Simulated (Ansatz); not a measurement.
Competing steps

Reactants: SiNH₅O ([NH2][SiH2][OH]) + PH₃ (brackets give SMILES or just the links). Saddle points were found for several chosen steps; others may exist. Gas-phase electronic energies, without zero-point energy, by CCSD(T) at an estimated basis limit (MP2 extrapolated from triple and quadruple zeta, plus CCSD(T) − MP2 in triple zeta); Ansatz 0.2.0, def2-TZVPP and QZVPP, frozen cores, on PBE0-D4/def2-TZVP structures. Extrapolation: Hartree–Fock as exp(−7.88 √X), correlation as X^−2.97. No counterpoise correction.

**Question.** Rank the steps by the energy of their saddle points, lowest first, and give each saddle's height above the lowest. (Judge from chemistry; the value comes from the calculation.)
A. four-centre ligand exchange, to SiPNH₆ ([NH2][SiH2][PH2]) + H₂O (breaks or loosens H–P, O–Si; forms H–O, P–Si)
B. four-centre ligand exchange, to SiPH₅O ([OH][SiH2][PH2]) + NH₃ (breaks or loosens H–P, N–Si; forms H–N, P–Si)

**Answer.** By the calculation: B (0.0 kJ/mol), A (50.5 kJ/mol). Heights count from the lowest.

The lowest of these saddles lies at 152.6 kJ/mol relative to the separated reactants.

**Question.** Does the lowest of these saddles lead to the lowest end structure (the products still in contact)? (Judge from chemistry; the calculation decides.)

**Answer.** By the calculation: Yes. Relative to the separated reactants, the ends lie at 31.8 (SiPH₅O ([OH][SiH2][PH2]) + NH₃); 74.5 (SiPNH₆ ([NH2][SiH2][PH2]) + H₂O) kJ/mol.

No T1 diagnostic of these runs exceeds 0.013.

For scale, one of the runs: CCSD(T)/def2-TZVPP, 258 basis functions, launched by `ansatz run in.yaml --threads 4 --pin off --events-out ev --progress --plain --max-ram 9574MiB`. Hardware: 4 CPU threads of an Arm Neoverse V1, shared host. Wall time 2.6 min; peak host memory 5.7 GiB.
